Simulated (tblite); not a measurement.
C5H13BO2Si.
Atom-mapped SMILES: `[CH3:1][O:2][B:3]([O:4][CH3:5])[CH:6]1[CH2:7][SiH2:8][CH2:9]1` (hydrogens: H10, H11, H12 on C1; H13, H14, H15 on C5; H16 on C6; H17, H18 on C7; H19, H20 on Si8; H21, H22 on C9)

Computed with GFN2-xTB (tblite), gas phase: L-BFGS steps from a force-field or distance-geometry start until the largest atomic force falls under 0.01 eV/Å.

Step 44: E = -774.6749 eV
```
atom  x, y, z in Å  |  force x, y, z in eV/Å
C1     -2.0333    1.9265    0.1615   -0.016   0.032  -0.003
O2     -1.9000    0.5352    0.0699   -0.041   0.062   0.015
B3     -0.7592   -0.2020    0.1638   -0.032   0.082  -0.093
O4     -0.9152   -1.5441    0.0329    0.071   0.044   0.008
C5     -2.1856   -2.1113   -0.1893    0.042   0.034  -0.004
C6      0.7121    0.3574    0.4462   -0.028  -0.015   0.059
C7      1.5979    0.7470   -0.7745   -0.076  -0.028   0.054
Si8     3.1214   -0.0097    0.0932    0.020  -0.002  -0.046
C9      1.6569   -0.6877    1.0937    0.003  -0.001  -0.008
H10    -2.9770    2.1366    0.6733    0.024   0.003  -0.037
H11    -1.2184    2.3996    0.7173    0.020  -0.084  -0.039
H12    -2.0711    2.3550   -0.8452    0.018   0.010   0.035
H13    -2.5465   -1.8440   -1.1848   -0.020  -0.057  -0.035
H14    -2.9055   -1.7385    0.5429    0.001  -0.066   0.017
H15    -2.0740   -3.1928   -0.1035   -0.055   0.017  -0.011
H16     0.6621    1.2394    1.0934   -0.001  -0.041   0.066
H17     1.5765    1.8085   -1.0155    0.001  -0.022   0.028
H18     1.3092    0.2043   -1.6729   -0.033  -0.016   0.027
H19     3.9408   -0.9413   -0.6743    0.069  -0.047  -0.042
H20     3.9688    0.9481    0.8081    0.004   0.037  -0.006
H21     1.6689   -0.6810    2.1811    0.010   0.069  -0.008
H22     1.3609   -1.6859    0.7785    0.018  -0.012   0.026
```

Step 45: E = -774.6774 eV
```
atom  x, y, z in Å  |  force x, y, z in eV/Å
C1     -2.0286    1.9274    0.1608   -0.010   0.014   0.010
O2     -1.9030    0.5355    0.0664   -0.011   0.033   0.011
B3     -0.7624   -0.2031    0.1631   -0.013   0.071  -0.063
O4     -0.9170   -1.5466    0.0381    0.067   0.101  -0.012
C5     -2.1858   -2.1134   -0.1901    0.051   0.020  -0.013
C6      0.7096    0.3574    0.4490   -0.049   0.004   0.017
C7      1.5943    0.7485   -0.7718   -0.042  -0.023   0.021
Si8     3.1212   -0.0104    0.0912    0.010  -0.007  -0.075
C9      1.6576   -0.6845    1.0951   -0.014  -0.009   0.011
H10    -2.9693    2.1423    0.6755    0.011   0.003  -0.044
H11    -1.2102    2.3917    0.7172    0.035  -0.062  -0.028
H12    -2.0628    2.3583   -0.8441    0.007   0.020   0.016
H13    -2.5460   -1.8491   -1.1852   -0.015  -0.022  -0.079
H14    -2.9093   -1.7459    0.5384   -0.027  -0.035   0.062
H15    -2.0728   -3.1927   -0.1071   -0.047  -0.063   0.004
H16     0.6563    1.2403    1.0946    0.007  -0.046   0.074
H17     1.5744    1.8105   -1.0150   -0.006  -0.049   0.043
H18     1.3071    0.2052   -1.6708   -0.043  -0.010   0.032
H19     3.9405   -0.9447   -0.6787    0.036  -0.008  -0.010
H20     3.9650    0.9507    0.8049    0.021   0.037  -0.005
H21     1.6693   -0.6750    2.1823    0.021   0.060  -0.001
H22     1.3617   -1.6829    0.7820    0.012  -0.031   0.026
```

**Question.** Estimate the geometry and energy of step 46. (The exact step hangs on the optimiser's Hessian estimate; all steps are aligned on step 45, rigid shifts and turns removed.)

**Answer.** E = -774.6799 eV, largest force 0.128 eV/Å
```
atom  x, y, z in Å  |  force x, y, z in eV/Å
C1     -2.0230    1.9278    0.1607   -0.001   0.002   0.014
O2     -1.9072    0.5354    0.0659    0.017   0.000  -0.004
B3     -0.7660   -0.2033    0.1612    0.001   0.046  -0.017
O4     -0.9179   -1.5478    0.0416    0.033   0.116  -0.042
C5     -2.1853   -2.1155   -0.1917    0.039  -0.002  -0.020
C6      0.7059    0.3574    0.4517   -0.048   0.021  -0.020
C7      1.5895    0.7498   -0.7687    0.000  -0.014  -0.013
Si8     3.1208   -0.0102    0.0883   -0.003  -0.010  -0.075
C9      1.6576   -0.6809    1.0965   -0.022  -0.013   0.022
H10    -2.9603    2.1494    0.6767   -0.014   0.011  -0.037
H11    -1.1999    2.3822    0.7160    0.051  -0.032  -0.006
H12    -2.0526    2.3597   -0.8429   -0.005   0.031  -0.012
H13    -2.5458   -1.8546   -1.1875    0.000   0.007  -0.082
H14    -2.9123   -1.7537    0.5350   -0.034  -0.008   0.077
H15    -2.0733   -3.1942   -0.1111   -0.024  -0.101   0.014
H16     0.6497    1.2403    1.0968    0.015  -0.044   0.079
H17     1.5716    1.8120   -1.0129   -0.014  -0.059   0.050
H18     1.3039    0.2066   -1.6684   -0.055  -0.007   0.032
H19     3.9391   -0.9485   -0.6834    0.005   0.031   0.020
H20     3.9628    0.9539    0.8014    0.023   0.023  -0.015
H21     1.6697   -0.6662    2.1836    0.031   0.045   0.003
H22     1.3627   -1.6803    0.7868    0.006  -0.042   0.032
```

The energy changes by -0.0024 eV. The first-order estimate −F·Δx gives -0.0034 eV and the mean of the old and new forces, exact on a quadratic surface, -0.0024 eV. The step makes an angle of 69° with the force vector and moves no atom by more than 0.014 Å.

What follows is the cost of the whole relaxation. The run took 2.3 s wall on Intel Xeon at 2.70 GHz, one thread, shared host with 64 logical CPUs at a one-minute load of 61.
